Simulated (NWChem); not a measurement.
# H2OSi

```xyz
4

Si     0.3955     0.5087     0.0000
H      1.6041    -0.4718     0.0000
O     -0.8203    -0.6352     0.0000
H     -0.5785    -1.5679     0.0000
```
Charge 0, spin multiplicity 1.

Program: NWChem. All single points use one geometry, from PBE0/def2-SVP, a minimum by its harmonic frequencies. It is one conformer; others weren't searched.

Symmetry labels belong to the abelian group Cs used in the runs, with the axes of the coordinates shown.

The structure started from a generated list of species.

Problem. List the lowest 4 singlet excitations that CIS/aug-cc-pVDZ gives, with oscillator strengths.

Solution. 
| state | symmetry | energy (eV) | wavelength (nm) | f |
|---|---|---|---|---|
| 1 | a" | 3.55 | 349 | 0.053 |
| 2 | a' | 5.90 | 210 | 0.130 |
| 3 | a' | 6.43 | 193 | 0.141 |
| 4 | a' | 7.27 | 170 | 0.102 |
